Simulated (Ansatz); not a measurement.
Consider the formal exchange of groups at the Si–O bond: `OCO[SiH3]` + `[CH2]1O[SiH2][AlH]1` → `[SiH3][SiH]1O[CH2][AlH]1` + `OCO`.

Gas-phase electronic energies from Ansatz, PBE0-D4/def2-TZVP geometries. CCSD(T)/CBS adds triple-zeta CCSD(T) − MP2 to the extrapolated MP2 energy (def2 sets, frozen cores). This one scheme is used for every species. DFT in def2-TZVPP. B3LYP here is the variant with VWN-RPA as its local correlation; programs differ in this. Each species was taken in one conformer, which may not be the lowest.

Task: Is it downhill or uphill in electronic energy at CCSD(T)/CBS, and by how much? (Estimate.)

Result: The calculation gave: Uphill: ΔE = +68.6 kJ/mol.

Task: What do these levels give: PBE-D4, r2SCAN-D4, PBE0-D4, B3LYP-D4, ωB97M-V, B2PLYP, HF/def2-TZVPP, SCS-MP2/def2-TZVPP, CCSD(T)/def2-TZVPP, HF/def2-QZVPP, MP2/def2-QZVPP, SCS-MP2/def2-QZVPP? (Best estimate.)

Result: Ansatz gave: PBE-D4 44.2, r2SCAN-D4 62.7, PBE0-D4 51.4, B3LYP-D4 68.4, ωB97M-V 72.5, B2PLYP 74.5, HF/def2-TZVPP 95.2, SCS-MP2/def2-TZVPP 81.1, CCSD(T)/def2-TZVPP 69.1, HF/def2-QZVPP 97.3, MP2/def2-QZVPP 76.4, SCS-MP2/def2-QZVPP 81.4 kJ/mol.

Largest T1 diagnostic among the species: 0.014.

In def2-TZVPP, CCSD(T) changes the Hartree–Fock value by −26.1 kJ/mol (the triples alone add −3.8 kJ/mol) and MP2 by −19.2 kJ/mol. From PBE to PBE0 (25 % exact exchange), in def2-TZVPP and without D4, ΔE moves by +7.3 kJ/mol.
